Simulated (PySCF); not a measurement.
**Correlation energy of La (lanthanum, neutral)**

[Xe] 5d2 6s1, high-spin 4F determinant (an excited configuration). Calculation: PySCF 2.14, in def2-QZVPPD with the def2 core potential (46 electrons) (7s5p4d3f2g, 81 functions); scalar relativity through the core potential. Frozen: nothing; 11 electrons correlated.

```json
{"level": "CCSD", "correlation energy (mhartree)": "-239.73"}
{"level": "(T)", "correlation energy (mhartree)": "-8.75"}
{"level": "CCSD(T)", "correlation energy (mhartree)": "-248.48"}
```

Diagnostics: T1 = 0.015, D1 = 0.0634, largest double amplitude 0.031.

Spin-orbit coupling, absent here, splits the open shell strongly.

Cost of the coupled-cluster step: about 40 core-seconds, for 11 correlated electrons.

The basis has no tight functions for the innermost shells, so their pair energies are far from complete.
